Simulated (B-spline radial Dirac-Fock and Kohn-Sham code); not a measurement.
# EELS cross sections of the Tb M5 edge

System: atomic terbium in the configuration [Xe] 4f9 6s2. Level of theory: the first Born approximation with generalised oscillator strengths from a Dirac-Hartree-Slater potential (longitudinal and transverse terms; continuum final states only, so no white lines or fine structure); a radial B-spline solver. The edge is taken at 1241.1 eV (tabulated value).

Generalised oscillator strength df/dE of the whole subshell in 10⁻³ per eV, against momentum transfer:

```tsv
q (1/a₀)	1 eV above	50 eV above	125 eV above	200 eV above
0.0400	0.625	8.80	7.62	6.66
0.0527	0.625	8.80	7.62	6.66
0.0695	0.625	8.80	7.62	6.66
0.0916	0.625	8.80	7.62	6.66
0.121	0.626	8.80	7.62	6.66
0.159	0.626	8.79	7.62	6.65
0.210	0.626	8.79	7.62	6.65
0.277	0.627	8.78	7.61	6.65
0.365	0.629	8.77	7.60	6.64
0.481	0.632	8.75	7.59	6.63
0.634	0.636	8.71	7.56	6.61
0.836	0.644	8.64	7.51	6.58
1.10	0.657	8.51	7.42	6.52
1.45	0.679	8.31	7.28	6.42
1.91	0.715	7.96	7.03	6.25
2.52	0.772	7.40	6.62	5.96
3.33	0.851	6.54	5.97	5.48
4.39	0.937	5.31	4.99	4.71
5.78	0.970	3.78	3.68	3.60
7.62	0.847	2.22	2.25	2.29
10.0	0.538	1.03	1.08	1.13
13.2	0.223	0.386	0.407	0.429
17.5	0.0724	0.131	0.138	0.146
23.0	0.0280	0.0434	0.0463	0.0492
30.3	0.00906	0.0110	0.0118	0.0126
40.0	0.00174	0.00175	0.00189	0.00203
```

As q goes to zero the values tend to the optical oscillator strength. At 200 eV above the edge the largest value on this grid is at q = 0.0400 per a₀; a free electron at rest would take up the loss of 1441 eV at q = 10.3 per a₀, where the Bethe ridge forms once the loss is well above the edge energy.

Values without a named source are computed, but for edge energies of neutral atoms, which are taken from tables.
